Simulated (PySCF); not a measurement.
**Correlation energy of Ge⁺ (germanium, charge +1)**

[Ar] 3d10 4s2 4p1, 2P determinant. Calculation: PySCF 2.14, in aug-cc-pVDZ-PP with ECP10MDF (5s4p3d, 32 functions); scalar relativity through the core potential. Frozen: 3s2 3p6 3d10; 3 electrons correlated.

MP2 pair energies summed by pair of shells (mhartree):

```csv
pair,energy,share (%)
4s-4s,-18.45,59.2
4s-4p,-12.73,40.8
```

Total MP2 correlation energy: -31.19 mhartree.

Same-spin part -2.13 and opposite-spin part -29.05 mhartree; SCS-MP2 scales them by 1/3 and 6/5 to -35.58 mhartree.

```
  level  correlation energy (mhartree)
   CCSD                         -46.25
    (T)                          -0.46
CCSD(T)                         -46.71
```

Diagnostics: T1 = 0.0096, D1 = 0.0233, largest double amplitude 0.094.

Cost of the coupled-cluster step: 0.14 s of wall time on 1 thread of Neoverse-V2 (shared host), for 3 correlated electrons.
